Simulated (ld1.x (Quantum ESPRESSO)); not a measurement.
## Before and after: TM potential for phosphorus

P (Z = 15), norm-conserving Troullier–Martins (Kleinman–Bylander form), made with ld1.x (Quantum ESPRESSO) 7.5 (PW91, non-relativistic). Core [Ne], reference 3s2 3p3. Waves: 3s (bound): rc 1.35 bohr; 3p (bound): rc 2.05 bohr. Local part: all-electron potential smoothed inside 1.90 bohr (lloc = -2). Core correction: a·sin(br)/r model core, default radius (core density twice the valence density).

Change: core correction a·sin(br)/r model core inside 1.58 bohr.

Cutoffs: the cutoffs (Ry, on a coarse ladder) from which the occupation-weighted sum of valence levels, in a spherical-Bessel basis at the reference potential, stays within 10 and 1 mRy of its value at 400 Ry; they do not see the model core or the augmentation charge, which bear on the density cutoff. Errors are all-electron minus pseudo energies relative to the spin-unpolarised reference configuration.

How do hardness, ghosts and transferability respond?

The potential gets neither clearly harder nor softer (35 Ry and 70 Ry → 35 Ry and 70 Ry); of the 7 tests that both files solve, the error grows in 2 and shrinks in 2 by more than 15 % and 0.3 meV (median size 2.8 → 4.4 meV); neither file shows a bound ghost. The default core radius of the base comes out at 0.99 bohr. A wider model core is smoother and lowers the density cutoff, which this test does not measure.

| quantity | base | changed |
| --- | --- | --- |
| cutoff, loose | 35 Ry | 35 Ry |
| cutoff, tight | 70 Ry | 70 Ry |
| bound ghosts | none | none |
| error for 3s2 3p2, meV [ΔE 9.79 eV] | +2.6 | +2.0 |
| error for 3s2 3p1, meV [ΔE 29.01 eV] | +19 | +15 |
| error for 3s2 3p0, meV [ΔE 58.84 eV] | +64 | +56 |
| error for 3s1 3p3, meV [ΔE 18.82 eV] | +4.3 | +4.4 |
| error for 3s0 3p5, meV [ΔE 17.03 eV] | -2.8 | +6.4 |
| error for 3s2 3p3.3, meV [ΔE -1.32 eV] | +0.1 | +0.1 |
| error for 3s1 3p4, meV [ΔE 8.45 eV] | -0.6 | +1.3 |
| s: phases at 2.25 bohr within 0.05 rad from the reference energy up to (Ry; the scan ends near 5) | 3.1 | 3.1 |
| p: phases at 2.25 bohr within 0.05 rad from the reference energy up to (Ry; the scan ends near 5) | 3.8 | 3.8 |
